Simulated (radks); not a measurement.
Initial-state core-level shifts of the iron ion Fe3+ when its valence configuration changes from [Ar] 3d5. Method: scalar-relativistic Kohn-Sham, r2SCAN, spin-polarised, spherical densities, finite nucleus; open shells are filled with parallel spins first; meta-GGA in the generalised Kohn-Sham scheme; Fermi nuclear charge, rms radius 3.7377 fm; computed with a radial shooting solver on a logarithmic mesh with Libxc functionals. Shifts are changes of the shell-averaged eigenvalues in eV (positive: less bound); the change of the density at the nucleus, which sets a Mossbauer isomer shift, is in e/bohr^3, on a base of 1.519e+04.

| valence | 1s | 2p | 3s | 3p | density at nucleus |
|---|---|---|---|---|---|
| 3d4.5 4p0.5 | -5.402 | -5.932 | -4.971 | -4.816 | +1.755 |
| 3d4 4p1 | -10.949 | -12.044 | -9.973 | -9.661 | +3.672 |
| 3d3.5 4s1 4p0.5 | -15.474 | -17.212 | -13.849 | -13.392 | +19.719 |
| 3d4.5 4s0.5 | -4.797 | -5.352 | -4.364 | -4.214 | +8.306 |
| 3d3 4s2 | -20.565 | -22.917 | -18.147 | -17.560 | +35.963 |
| 3d4 4s1 | -9.745 | -10.882 | -8.779 | -8.478 | +17.217 |
| 3d2.5 4s0.5 4p2 | -28.038 | -31.089 | -24.671 | -23.902 | +18.037 |
| 3d3 4p2 | -22.547 | -24.899 | -20.101 | -19.478 | +8.037 |
| 3d3.5 4s0.5 4p1 | -16.068 | -17.789 | -14.434 | -13.972 | +12.676 |
